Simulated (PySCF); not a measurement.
# `CC1=CC[C@H](C)[Si@@H]1O`, C6H12OSi

Geometry (Å), atoms numbered from 1 in this order:
```xyz
20

C     2.588    0.820   -0.470
C     1.296    0.102   -0.250
C     0.727   -0.703   -1.145
C    -0.546   -1.405   -0.784
C    -1.179   -0.751    0.457
C    -2.299    0.204    0.043
Si    0.259    0.174    1.321
O    -0.095    1.656    1.905
H     2.465    1.887   -0.284
H     3.338    0.452    0.228
H     2.955    0.678   -1.485
H     1.152   -0.901   -2.121
H    -0.311   -2.454   -0.576
H    -1.239   -1.398   -1.630
H    -1.621   -1.525    1.087
H    -1.920    0.962   -0.641
H    -3.102   -0.333   -0.461
H    -2.719    0.702    0.914
H     0.800   -0.453    2.520
H    -0.555    2.298    1.370
```

Computed, not measured: TDDFT B3LYP/def2-SVPD circular dichroism and optical rotation, one conformer, gas phase (PySCF 2.14.0). Geometry: GFN2-xTB.

The molecule is flexible and this is one conformer; a measurement averages over conformers. States above about 6.9 eV (minus the energy of the highest occupied orbital) lie near or above the ionisation threshold and depend on the basis.

**Question.** What are the CIP labels of the stereocentres?

**Answer.** C5 S, Si7 S.

**Question.** Which excitations and rotatory strengths does the calculation give?

**Answer.** Rotatory strengths R in 10⁻⁴⁰ esu² cm², velocity form and length form (origin at the centre of mass); f in length form.
| state | E (eV) | λ (nm) | f | R (velocity) | R (length) | main |
| --- | --- | --- | --- | --- | --- | --- |
| 1 | 5.77 | 215 | 0.016 | -6.7 | -6.3 | HOMO−1→LUMO 0.61, HOMO→LUMO 0.36 |
| 2 | 6.03 | 206 | 0.049 | -1.5 | -1.8 | HOMO→LUMO 0.51, HOMO−1→LUMO 0.32 |
| 3 | 6.43 | 193 | 0.033 | -17.9 | -21.4 | HOMO→LUMO+1 0.66, HOMO→LUMO+2 0.17 |
| 4 | 6.62 | 187 | 0.002 | +14.4 | +13.0 | HOMO−1→LUMO+1 0.83 |
| 5 | 6.72 | 185 | 0.013 | +33.6 | +33.0 | HOMO→LUMO+2 0.45, HOMO−2→LUMO 0.45 |
| 6 | 6.82 | 182 | 0.022 | +7.7 | +10.1 | HOMO−2→LUMO 0.41, HOMO→LUMO+2 0.29 |
| 7 | 7.01 | 177 | 0.061 | -10.2 | -8.3 | HOMO→LUMO+3 0.76 |
| 8 | 7.13 | 174 | 0.009 | +1.4 | +2.2 | HOMO−1→LUMO+2 0.90 |

Among the states computed, the strongest CD band (largest |R|) is state 5. The largest dissymmetry factor in size, g = 4R/(D+G), with D and G the electric and magnetic dipole strengths, is +0.048 for state 4 (velocity form, f = 0.003), among bands with |R| over 0.5. The mirror image has the same energies and oscillator strengths and all R with the opposite sign.
